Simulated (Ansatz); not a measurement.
Ansatz (a program for electronic structure) input:

Ansatz 0.2 input:
```yaml
crystal:
  periodic: [false, false, false]
  atoms:
    - {symbol: C, position_ang: [-0.00000000, -0.00000000, -0.62355895]}
    - {symbol: C, position_ang: [0.00000000, 0.00000000, 0.62355895]}
basis:
  gaussian:
    orbitals: aug-cc-pVDZ
magnetization: {spin_polarized: false}
correlation: {method: ccsd_t, electrons: outside_noble_gas}
output: {forces: true}
```

Task: Which total energy does the run end on?

Result: -75.73388 Eh (CCSD(T)/aug-cc-pVDZ). The basis has 46 functions.

This is an excited singlet: at this geometry the triplet lies 0.96 eV lower at wB97M-V/def2-TZVPD.

The program attaches cautions to this result: other roots.
